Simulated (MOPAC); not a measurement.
Job for MOPAC: PM6 on BeC+, 2S+1 = 4, a spin state set in the input, which need not be the lowest, a point of a bond scan (R = 1.510 Å). Charge +1.

```
PM6 1SCF PRECISE CHARGE=1 UHF MS=1.5 THREADS=1
CBe

Be     0.00000000 1     0.00000000 1     0.00000000 1
C      0.00000000 1     0.00000000 1     1.50958100 1
```

Output:

```
*******************************************************************************
 **                                                                           **
 **                              MOPAC v23.2.5                                **
 **                                                                           **
 *******************************************************************************
 ** MOPAC's Digital Object Identifier: https://doi.org/10.5281/zenodo.6511958 **
 **                                                                           **
 ** Please cite the open-source release paper for use of this MOPAC version:  **
 ** J. E. Moussa and J. J. P. Stewart (2026)                                  **
 ** MOPAC: An open-source semiempirical molecular orbital program             **
 ** J. Open Source Softw., 11(119), 8025, https://doi.org/10.21105/joss.08025 **
 *******************************************************************************

                              PM6 CALCULATION RESULTS

 *******************************************************************************
 *  PM6        - The PM6 Hamiltonian to be used
 *  UHF        - UNRESTRICTED HARTREE-FOCK CALCULATION
 *
 *
 *
 *                 CHARGE ON SYSTEM = +1
 *
 *
 *
 *  MS=        - IN MECI, MAGNETIC COMPONENT OF SPIN =  1.5
 *  PRECISE    - TIGHTER CRITERIA TO BE USED
 *  1SCF       - DO 1 SCF AND THEN STOP
 *  THREADS=1  - MULTI-THREADING NOT USED
 *  T=         - A TIME OF 172800.0 SECONDS REQUESTED
 *  DUMP=N     - RESTART FILE WRITTEN EVERY 7200.0 SECONDS REQUESTED
 *******************************************************************************
PM6 1SCF PRECISE CHARGE=1 UHF MS=1.5 THREADS=1
 CBe

   ATOM   CHEMICAL          X               Y               Z
  NUMBER   SYMBOL      (ANGSTROMS)     (ANGSTROMS)     (ANGSTROMS)

     1      Be          0.00000000  *   0.00000000  *   0.00000000  *
     2       C          0.00000000  *   0.00000000  *   1.50958100  *



          CARTESIAN COORDINATES

    NO.       ATOM           X           Y           Z

     1        Be          0.0000      0.0000      0.0000
     2         C          0.0000      0.0000      1.5096

 General Reference for PM6:
 "Optimization of Parameters for Semiempirical Methods V: Modification of NDDO Approximations
 and Application to 70 Elements", J. J. P. Stewart, J. Mol. Mod., 13, 1173-1213 (2007)
 URL: https://link.springer.com/article/10.1007/s00894-007-0233-4

           Empirical Formula: C Be  =     2 atoms



      MOLECULAR POINT GROUP   :   C*v


          UHF CALCULATION, NO. OF ALPHA ELECTRONS =    4
                           NO. OF BETA  ELECTRONS =    1

 -------------------------------------------------------------------------------
 PM6 1SCF PRECISE CHARGE=1 UHF MS=1.5 THREADS=1
 CBe



     1SCF WAS SPECIFIED, SO BFGS WAS NOT USED
     SCF FIELD WAS ACHIEVED


                              PM6 CALCULATION
                                                       MOPAC v23.2.5 Linux




          FINAL HEAT OF FORMATION =        370.97576 KCAL/MOL =    1552.16257 KJ/MOL


          COSMO AREA              =         75.29 SQUARE ANGSTROMS
          COSMO VOLUME            =         59.10 CUBIC ANGSTROMS

          IONIZATION POTENTIAL    =         15.912589 EV
          ALPHA SOMO LUMO (EV)    =        -15.913 -6.996
          BETA  SOMO LUMO (EV)    =        -24.090 -7.071
          NO. OF ALPHA ELECTRONS  =          4
          NO. OF BETA  ELECTRONS  =          1
          MOLECULAR WEIGHT        =         21.0232         POINT GROUP:  C*v

          MOLECULAR DIMENSIONS (Angstroms)

            Atom       Atom       Distance
            C     2   Be     1     1.50958
            C     2   Be     1     0.00000
           Be     1    C     2     0.00000


          SCF CALCULATIONS        =          1





   ATOM   CHEMICAL          X               Y               Z
  NUMBER   SYMBOL      (ANGSTROMS)     (ANGSTROMS)     (ANGSTROMS)

     1      Be          0.00000000  *   0.00000000  *   0.00000000  *
     2       C          0.00000000  *   0.00000000  *   1.50958100  *

                             CARTESIAN COORDINATES

   1   Be        0.000000000     0.000000000     0.000000000
   2    C        0.000000000     0.000000000     1.509581000


           Empirical Formula: C Be  =     2 atoms



      MOLECULAR POINT GROUP   :   C*v


          ALPHA EIGENVALUES
 -26.04880 -16.90579 -15.91259 -15.91259  -6.99563  -4.84804  -4.84804  -1.71247


           BETA EIGENVALUES
 -24.08966  -7.07148  -5.88355  -5.88355  -4.63118  -2.54073  -2.54073  -1.39644


              NET ATOMIC CHARGES AND DIPOLE CONTRIBUTIONS

  ATOM NO.   TYPE          CHARGE      No. of ELECS.   s-Pop       p-Pop
    1         Be           0.985448        1.0146     0.40735     0.60720
    2          C           0.014552        3.9854     1.44219     2.54326
 DIPOLE           X         Y         Z       TOTAL
 POINT-CHG.     0.000     0.000    -4.037     4.037
 HYBRID        -0.000     0.000    -2.024     2.024
 SUM           -0.000     0.000    -6.061     6.061


          ATOMIC ORBITAL ELECTRON POPULATIONS

     Atom    s        px        py        pz
    1 Be   0.40735   0.13917   0.13917   0.32887
    2  C   1.44219   0.86083   0.86083   0.82160


                    (SZ)    =    1.500000
                    (S**2)  =    3.751910


          ATOMIC ORBITAL SPIN POPULATIONS

    Atom   Total    s     px     py     pz
         Atomic
    1 Be  0.3482  0.092  0.139  0.139 -0.022
    2  C  2.6518  0.236  0.861  0.861  0.695

 **********************
 *                    *
 * JOB ENDED NORMALLY *
 *                    *
 **********************




 == MOPAC DONE ==
```

The run finished.

Cost: around 0.010 core-seconds (rough).
